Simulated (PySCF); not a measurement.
Compound: F2HISi.
Geometry (PBE0-D3(BJ)/def2-SVP, Å), atoms numbered from 1 in this order:
```xyz
5
F2HISi angstrom
F     -0.5791    1.2733   -0.8616
Si    -0.1577   -0.0134    0.0031
F     -0.4647   -1.3057   -0.9010
I      2.1999    0.0804    0.4783
H     -0.9662   -0.0671    1.2342
```

Computed with PBE0-D3(BJ)/def2-SVP geometry optimisation, gas phase, def2 core potentials past Kr in PySCF 2.14.0.

Take the most abundant isotopes and a rigid rotor. 

(1) Give the principal moments of inertia and the rotational constants in MHz.

(2) Classify the top.

(3) What does the inertial defect say?

(4) Give the other two planar moments, Paa and Pbb, and the rms extents of the mass along the axes.

(5) Where do the levels up to J = 2 lie, in cm⁻¹?

(6) Which types of transition are allowed, and where do some lines up to J = 2 fall?

(7) Estimate the classical rotational partition function at 50 K, 100 K and 500 K.

Answers

(1) Ia = 74.46, Ib = 349.79, Ic = 401.97 u·Å²; 505379 MHz·u·Å²/I gives A = 6787, B = 1445, C = 1257 MHz.

(2) A near-prolate asymmetric top. Ray's parameter κ = (2B − A − C)/(A − C) = -0.932; −1 is the prolate and +1 the oblate limit.

(3) Not planar: Δ = Ic − Ia − Ib = -22.28 u·Å². For a rigid frame Δ = −2 Σ m c², so Σ m c² = 11.14 u·Å² lies off the ab plane: 3.46 from hydrogen and 7.68 from heavier atoms. The atom farthest from that plane is 1.85 Å away.

(4) Paa = Σ m a² = (Ib + Ic − Ia)/2 = 338.65 and Pbb = Σ m b² = (Ia + Ic − Ib)/2 = 63.32 u·Å². With the mass M = 193.89 u, the rms extents √(P/M) along a, b and c are 1.32, 0.57, 0.24 Å.

(5) Above 0(0,0):
J = 1: 1(0,1) 0.0901, 1(1,1) 0.2683, 1(1,0) 0.2746
J = 2: 2(0,2) 0.2702, 2(1,2) 0.4423, 2(1,1) 0.4611, 2(2,1) 0.9957, 2(2,0) 0.9959

(6) The dipole components are |μa| = 0.48 D, |μb| = 0.00 D, |μc| = 1.26 D; the mirror of this Cs structure is the ac plane, so μb vanishes by symmetry and there are no b-type lines. The squared components, which scale the intensities, stand as 0.15 : 1.00 (a : c). Some lines, for components of 0.1 D or more:

```tsv
type	branch	J(Ka,Kc)	MHz	lower level (cm⁻¹)
a	Q	2(1,1) ← 2(1,2)	563	0.442
a	R	1(0,1) ← 0(0,0)	2702	0.000
c	Q	2(1,2) ← 2(0,2)	5160	0.270
a	R	2(1,2) ← 1(1,1)	5217	0.268
c	Q	1(1,1) ← 1(0,1)	5342	0.090
a	R	2(0,2) ← 1(0,1)	5399	0.090
a	R	2(1,1) ← 1(1,0)	5592	0.275
c	R	1(1,0) ← 0(0,0)	8232	0.000
c	R	2(1,1) ← 1(0,1)	11122	0.090
c	Q	2(2,1) ← 2(1,1)	16027	0.461
c	R	2(2,0) ← 1(1,0)	21623	0.275
c	R	2(2,1) ← 1(1,1)	21806	0.268
```

(7) Point group Cs, symmetry number σ = 1; q = (√π/σ)·√((kT/h)³/(ABC)), k/h = 20836.6 MHz/K: 17000 at 50 K, 48000 at 100 K, 537000 at 500 K.

No frequency check. These are rigid-rotor constants of the computed structure; measured ground-state constants (B0) also hold zero-point vibration. Quadrupole hyperfine structure (127I) is left out.
